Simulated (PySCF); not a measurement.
**Calculated NMR data**

Computational details: GIAO PBE0/pcSseg-1 shieldings, GFN2-xTB structure, in PySCF 2.14.0 with density-fitted response routines (no relativistic terms, isolated molecule, single conformer, equivalent nuclei averaged).

Chemical shifts δ = σref − σ; $^{1}$H, $^{13}$C vs TMS, all at this level. Where no couplings were computed, multiplicities follow the n + 1 count of equivalent neighbours, and m marks all less simple cases (inequivalent or close neighbours, rings, F or P nearby). Shifts are as computed. Against solution values, carbons near 30 ppm lie about +3 ppm off and those near 130 ppm about +5 ppm; carbons on Cl a further +6 ppm. Of 1309 compounds with measured shifts, 239 miss one by over three times the rms of a fit or turn the order of signals round; such compounds aren't used in these exercises. Carbons bonded to Cl come out too deshielded. OH and NH positions are gas-phase values without hydrogen bonding to other molecules.

Compound 1 (C₆H₁₁NOSi). $^{1}$H NMR (500 MHz, computed): δ 4.76 (m, 1H), 4.69 (m, 1H), 4.67 (m, 1H), 3.45 (m, 1H), 2.23 (m, 1H), 1.86 (m, 1H), 1.54 (m, 1H), 1.06 (d, 3H), 0.71 (br s, 1H). $^{13}$C{$^{1}$H} NMR (computed): δ 127.7 (C), 72.9 (CH), 38.5 (CH), 26.5 (CH), 25.3 (CH3), 12.6 (CH2). Structure: `C[C@@H](O)[C@H]1[SiH2]C[C@H]1C#N`.

Compound 2 (C₂H₁₀O₂Si₃). $^{1}$H NMR (500 MHz, computed): δ 8.15 (s, 1H), 3.73 (s, 6H), 0.65 (s, 3H). $^{13}$C{$^{1}$H} NMR (computed): δ 167.0 (CH), 4.2 (CH3). Structure: `[SiH3][Si](C)([SiH3])OC=O`.

Compound 3 (C₆H₁₁NOSi). $^{1}$H NMR (500 MHz, computed): δ 7.77 (d, 1H), 7.37 (d, 1H), 6.04 (br s, 1H), 5.74 (br s, 1H), 5.27 (m, 1H), 4.69 (m, 1H), 4.61 (m, 1H), 4.50 (m, 1H), 4.46 (m, 1H), 1.80 (m, 1H), 0.80 (m, 1H). $^{13}$C{$^{1}$H} NMR (computed): δ 152.0, 149.4, 133.4, 96.1, 79.9, 21.0. Structure: `InChI=1S/C6H11NOSi/c1-5-3-8-6(7-2)4-9-5/h6H,1-4,9H2/t6-/m0/s1`.

Compound 4 (C₆H₅ClOSi). $^{1}$H NMR (500 MHz, computed): δ 6.87 (m, 1H), 5.89 (d, 1H), 5.24 (d, 1H), 5.16 (s, 2H). $^{13}$C{$^{1}$H} NMR (computed): δ 170.4, 159.7, 156.0, 151.7, 108.4, 104.3. Structure: `ClC1=C2C=CC=C2O[SiH2]1`.
